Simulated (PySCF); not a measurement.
HCl3HfO, triplet, at a GFN2-xTB geometry (such geometries of metal compounds can be far from the true shape) (the multiplicity is a formal guess) (core potentials on Hf); PySCF with DF-HF/def2-SVP.

Input for PySCF:
```python
from pyscf import gto, scf

mol = gto.Mole()
mol.atom = '''
    Hf   -0.253917    0.023804   -0.007038
    Cl    2.053705   -0.284852   -0.145681
    Cl    0.784120    0.821689    1.986196
    Cl   -0.681395   -0.857582   -2.040981
    O    -1.963154    0.438220    0.503379
    H    -2.672031    0.233031   -0.112376
'''
mol.basis = 'def2-svp'
mol.ecp = {'Hf': 'def2-svp'}
mol.charge = 0
mol.spin = 2
mol.verbose = 3
mol.build()

mf = scf.UHF(mol)
mf = mf.density_fit(auxbasis='def2-universal-jkfit')
mf.kernel()
mf.analyze()
```

Write the output that PySCF gives for this input, abridged.


```
converged SCF energy = -1501.04821297522  <S^2> = 2.0232962  2S+1 = 3.0154908
**** MO energy ****
                             alpha | beta                alpha | beta
MO #1   energy= -104.852539402155  | -104.845283937136  occ= 1 | 1
MO #2   energy= -104.850077556343  | -104.842711181523  occ= 1 | 1
MO #3   energy= -104.77005830952   | -104.770333924866  occ= 1 | 1
MO #4   energy= -20.549513825688   | -20.5512102801943  occ= 1 | 1
MO #5   energy= -10.6154880444746  | -10.6080520876303  occ= 1 | 1
MO #6   energy= -10.614505212959   | -10.6069381271852  occ= 1 | 1
MO #7   energy= -10.5364455045501  | -10.536710433803   occ= 1 | 1
MO #8   energy= -8.10011807264419  | -8.08193101400626  occ= 1 | 1
MO #9   energy= -8.09906784206159  | -8.08089082379402  occ= 1 | 1
MO #10  energy= -8.0857886761572   | -8.08077465732774  occ= 1 | 1
MO #11  energy= -8.08479996201887  | -8.07969240163111  occ= 1 | 1
MO #12  energy= -8.0846670068795   | -8.07006322311126  occ= 1 | 1
MO #13  energy= -8.0835125888655   | -8.06870826412146  occ= 1 | 1
MO #14  energy= -8.01033730049853  | -8.01059162119396  occ= 1 | 1
MO #15  energy= -8.00871253250973  | -8.00942357469012  occ= 1 | 1
MO #16  energy= -8.00843090770205  | -8.00891903174701  occ= 1 | 1
MO #17  energy= -2.93362240681351  | -2.9120851252474   occ= 1 | 1
MO #18  energy= -1.65305590265983  | -1.63909565069902  occ= 1 | 1
MO #19  energy= -1.62857030896299  | -1.60881902158889  occ= 1 | 1
MO #20  energy= -1.62078964845831  | -1.55943381701391  occ= 1 | 1
MO #21  energy= -1.27906246957349  | -1.28022950190162  occ= 1 | 1
MO #22  energy= -1.16307366169219  | -1.1047993580854   occ= 1 | 1
MO #23  energy= -1.12895168850952  | -1.0642822425091   occ= 1 | 1
MO #24  energy= -1.05888957568195  | -1.05234545190044  occ= 1 | 1
MO #25  energy= -0.688858751149843 | -0.687854032367568 occ= 1 | 1
MO #26  energy= -0.636671510078276 | -0.581779639338023 occ= 1 | 1
MO #27  energy= -0.577906883173413 | -0.563233390316567 occ= 1 | 1
MO #28  energy= -0.570258396338571 | -0.538206216936202 occ= 1 | 1
MO #29  energy= -0.54770476249646  | -0.527031520969744 occ= 1 | 1
MO #30  energy= -0.527826033609987 | -0.507343425797495 occ= 1 | 1
MO #31  energy= -0.514397824752765 | -0.493962298398634 occ= 1 | 1
MO #32  energy= -0.505560237272168 | -0.488875958569563 occ= 1 | 1
MO #33  energy= -0.50408415341957  | -0.471079520754422 occ= 1 | 1
MO #34  energy= -0.483618625215658 | -0.467470314310083 occ= 1 | 1
MO #35  energy= -0.46643272996384  | -0.442481006002624 occ= 1 | 1
MO #36  energy= -0.460005449889409 | -0.0993396279591821 occ= 1 | 0
MO #37  energy= -0.298528558366499 | 0.04216722164189   occ= 1 | 0
MO #38  energy= 0.060998850436815  | 0.0883230182165855 occ= 0 | 0
MO #39  energy= 0.102939445968511  | 0.110184152406502  occ= 0 | 0
MO #40  energy= 0.10315971835724   | 0.123075075799858  occ= 0 | 0
MO #41  energy= 0.114558971553203  | 0.128579287663642  occ= 0 | 0
MO #42  energy= 0.119132267022596  | 0.151613488588942  occ= 0 | 0
MO #43  energy= 0.136170017593992  | 0.156151425305002  occ= 0 | 0
MO #44  energy= 0.144549846253295  | 0.168724629951594  occ= 0 | 0
MO #45  energy= 0.249040838774522  | 0.261596716610061  occ= 0 | 0

Dipole moment(X, Y, Z, Debye):  0.06413,  0.30853,  0.69202
```
